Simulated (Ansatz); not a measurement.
Isolated molecules relaxed with PBE0-D4/def2-TZVP in Ansatz; ΔE leaves out vibrations. CCSD(T)/CBS adds triple-zeta CCSD(T) − MP2 to the extrapolated MP2 energy (def2 sets, frozen cores). Functionals use def2-TZVPP. No spin–orbit coupling; open shells (•) take unrestricted orbitals. Spin–orbit coupling would lower the free atoms: clearly for Br, Ga. For Br, Ga outer-core shells are correlated without core-valence functions, so the limit isn't a true one: a few kJ/mol of doubt a bond, and 10 to 20 or more in all where bonds break to atoms. Scalar relativity is left out up to krypton.

Consider the atomization: `[Br][Ga]([Br])[Br]` → 3 Br• + Ga•.

`[Br][Ga]([Br])[Br]`:

Z-matrix (Å, degrees):
```
Ga
Br 1 2.261
Br 1 2.261 2 120.0
Br 1 2.261 2 120.0 3 -180.0
```

(1) What is ΔE at CCSD(T)/CBS? (An estimate is asked.)

(2) What do these levels give: B97M-V, ωB97M-V, r2SCAN0, HF/def2-SVP, HF/def2-QZVPP, MP2/def2-QZVPP? (Estimate.)

Largest T1 diagnostic among the species: 0.013.

## Answers

(1) Computed: +237.4 kcal/mol.

(2) The calculation gave: B97M-V 230.9, ωB97M-V 226.2, r2SCAN0 233.3, HF/def2-SVP 171.7, HF/def2-QZVPP 170.5, MP2/def2-QZVPP 248.0 kcal/mol.

In def2-TZVPP, CCSD(T) changes the Hartree–Fock value by +58.1 kcal/mol (the triples alone add +6.7 kcal/mol) and MP2 by +72.4 kcal/mol; breaking electron pairs costs correlation energy, which Hartree–Fock lacks. At CCSD(T), def2-SVP lies −20.1 kcal/mol from the extrapolated value and def2-TZVPP −7.7 kcal/mol: correlation converges slowly with the basis, and small sets miss more of it in the bonded molecule than in its fragments.

For atomizations the MP2-based limit and the directly extrapolated one differ by several kJ/mol either way, and by 10 to 25 for some Ge, Se and Sn compounds, so smaller differences from it don't rank the levels.
